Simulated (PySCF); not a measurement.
Molecule: `[BH3-][P+](F)(F)F`, BF$_{3}$H$_{3}$P.

Numbering as in the mapped SMILES `[BH3-:1][P+:2]([F:3])([F:4])[F:5]` (H(Xn): hydrogen on atom n).

Geometry PBE0-D3(BJ)/def2-SVP throughout; GIAO in PySCF 2.14, gas phase, one conformer, non-relativistic; equivalent atoms averaged; basis pcSseg-2.

For orientation, B97-2 gives these shifts δ (against BF3·OEt2, H3PO4, CFCl3, TMS at the same level): B1 -54.2, P2 115.6, F3/F4/F5 -48.5, H(B1) 1.05 ppm.

A run gave: B1 -49.5, P2 118.5, F3/F4/F5 -54.4, H(B1) 0.96 ppm (shifts δ (against BF3·OEt2, H3PO4, CFCl3, TMS at the same level)).

Which functional was used in that run?
A. CAM-B3LYP
B. wB97X-D
C. WP04
D. LC-wPBE

Results:

C. F3/F4/F5 tells them apart best: WP04 gives -54.4, LC-wPBE gives -24.5, wB97X-D gives -38.4, CAM-B3LYP gives -37.7 ppm.
